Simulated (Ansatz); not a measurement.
```xyz
14

B    -0.804    1.324   -0.146
Si    0.929    1.639    0.536
O     1.580    1.079    1.926
Si   -0.030   -0.411   -0.984
C    -0.704   -1.938   -0.130
H    -1.665    1.003    0.629
H    -1.048    2.089   -1.042
H     2.101    2.173   -0.201
H     0.962    0.721    2.569
H     1.479   -0.491   -0.856
H    -0.259   -0.446   -2.454
H    -0.293   -2.852   -0.565
H    -1.793   -1.967   -0.217
H    -0.454   -1.923    0.933
```

Charge 0, multiplicity 1. The bonds changed during the relaxation, so this is another structure than the one it started from.

Task: List the B3LYP/def2-TZVPP orbital energies in eV (Ansatz 0.2.0). (Best estimate.)

Result: Computed: Occupied: -1800.13, -1798.65, -521.62, -276.46, -182.08, -144.59, -143.19, -100.01, -99.89, -99.79, -98.52, -98.50, -98.49, -28.44, -19.16, -16.47, -15.08, -13.02, -11.87, -11.43, -11.32, -11.12, -10.66, -9.48, -9.21, -8.61, -8.23, -6.89. Lowest empty: -1.71, -0.57, 0.63, 0.84, 1.06, 1.50, 1.64, 1.94.

B3LYP here is the variant with VWN-RPA as its local correlation; programs differ in this.
